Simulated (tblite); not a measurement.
Isomers of C7H11S (doublet state). Level: GFN2-xTB in tblite, geometry and Hessian alike; calculated harmonic values, unscaled, isolated species. The method is semi-empirical: single wavenumbers can be off by several per cent or more. Modes of hydrogen on sulfur can be 10 to 20 % off. One conformer each. Open shells enter through the occupations alone, without spin polarisation, and single modes of such species can be off by tens of per cent.

Electronic energies: GFN2-xTB at the same geometries; isomer energies are rough at this level and their order can be wrong.

```csv
SMILES,"electronic energy, lowest = 0 (kcal/mol)"
[H]/[C]=C\C=C/CCSC,75.8
C=C/C=C\[CH]CSC,37.2
[S]C[C@H]1C[C@@H]2C[C@@H]2C1,0.0
C#C[C@H]([S])CC(C)C,37.0
SC[C@@H]1[CH][C@H]2C[C@H]2C1,25.2
```

How do GFN2-xTB zero-point energies change the relative energies?

```tsv
SMILES	ZPE (kcal/mol)	of it from modes above 1550 cm⁻¹	electronic (kcal/mol)	with ZPE, lowest = 0 (kcal/mol)	lowest mode (cm⁻¹)	rings
[S]C[C@H]1C[C@@H]2C[C@@H]2C1	101.9	47.3	0.0	0.0	71	2
SC[C@@H]1[CH][C@H]2C[C@H]2C1	97.9	46.7	25.2	21.2	65	2
C#C[C@H]([S])CC(C)C	98.8	51.0	37.0	33.9	33	0
C=C/C=C\[CH]CSC	96.6	50.3	37.2	31.9	48	0
[H]/[C]=C\C=C/CCSC	96.3	52.4	75.8	70.2	12	0
```

The zero-point energies span 5.6 kcal/mol, from `[H]/[C]=C\C=C/CCSC` to `[S]C[C@H]1C[C@@H]2C[C@@H]2C1`. The lowest isomer stays, but the order above it changes.

What do entropy and thermal enthalpy add at 298.15 K and 1 bar (rigid rotor, harmonic oscillator, one conformer each)?

| SMILES | point group | symmetry number | S (cal/(mol K)) | H − H(0) (kcal/mol) | ZPE + H − H(0) − TS (kcal/mol) |
| --- | --- | --- | --- | --- | --- |
| [S]C[C@H]1C[C@@H]2C[C@@H]2C1 | C1 | 1 | 88.5 | 5.37 | 80.9 |
| SC[C@@H]1[CH][C@H]2C[C@H]2C1 | C1 | 1 | 92.0 | 5.93 | 76.4 |
| C#C[C@H]([S])CC(C)C | C1 | 1 | 101.2 | 7.03 | 75.6 |
| C=C/C=C\[CH]CSC | C1 | 1 | 102.9 | 7.16 | 73.1 |

S holds R ln(2S + 1) for the spin.

Not tabulated: `[H]/[C]=C\C=C/CCSC` (lowest mode only 12 cm⁻¹).
